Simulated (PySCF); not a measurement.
## Basis and Hamiltonian dependence of the excitation energy of Mg

Mg [Ne] 3s2 (1S) → Mg [Ne] 3d2 (3F). All values are computed (PySCF 2.14, energy differences of UHF-based or UKS calculations, no spin-orbit coupling). Values in eV.

```
                                                              basis       Hamiltonian  functions     UHF  r2SCAN    PBE0  MP2 (valence)  CCSD(T) (valence)  CCSD(T) (valence and next inner shell)
                                                     aug-cc-pVDZ-DK     spin-free X2C         27  14.040  13.819  14.025         14.623             14.925                                     n/a
                                                        aug-cc-pVDZ  non-relativistic         27  14.045  13.813  14.018         14.629             14.932                                     n/a
                                                        def2-TZVPPD  non-relativistic         35  14.383  14.076  14.278         14.972             15.272                                  15.467
                                                       aug-cc-pCVDZ  non-relativistic         36  13.993  13.771  13.974         14.579             14.881                                  14.975
     x2c-TZVPPall with one added diffuse shell each of s, p, d type     spin-free X2C         41  13.114  13.240  13.427         13.685                n/a                                     n/a
                                                        aug-cc-pVTZ  non-relativistic         50  13.382  13.348  13.538         13.912             13.931                                     n/a
                                                        def2-QZVPPD  non-relativistic         63  13.572  13.457  13.636         14.153             14.382                                  14.665
   aug-cc-pVTZ with one added diffuse shell each of s, p, d, f type  non-relativistic         66  13.042  13.175  13.355         13.559             13.836                                     n/a
                                                       aug-cc-pCVTZ  non-relativistic         75  13.430  13.365  13.544         13.966             14.027                                  14.264
                                                    aug-cc-pCVTZ-DK     spin-free X2C         75  13.461  13.399  13.578         13.998                n/a                                     n/a
  x2c-QZVPPall with one added diffuse shell each of s, p, d, f type     spin-free X2C         82  13.081  13.201  13.363         13.672                n/a                                     n/a
aug-cc-pVQZ with one added diffuse shell each of s, p, d, f, g type  non-relativistic        109  13.019  13.098  13.291         13.555                n/a                                     n/a
                                                        dyall-acv3z     spin-free X2C        122  14.357  14.088  14.268         14.856                n/a                                     n/a
                                                        aug-cc-pV5Z  non-relativistic        131  13.176  13.152  13.355         13.716                n/a                                     n/a
```

Frozen in the all-electron rows: valence: [Ne]; valence and next inner shell: 1s2.

At UHF, aug-cc-pVDZ-DK, aug-cc-pVDZ, def2-TZVPPD, aug-cc-pCVDZ, x2c-TZVPPall with one added diffuse shell each of s, p, d type, aug-cc-pVTZ with one added diffuse shell each of s, p, d, f type, x2c-QZVPPall with one added diffuse shell each of s, p, d, f type, aug-cc-pVQZ with one added diffuse shell each of s, p, d, f, g type, dyall-acv3z lie more than 0.3 eV from the median of the rows with comparable relativity. Of these, def2-TZVPPD has no diffuse functions of the l that the added or promoted electron needs.

The upper state lies above the first ionisation limit, where it may autoionise and the basis confines it.
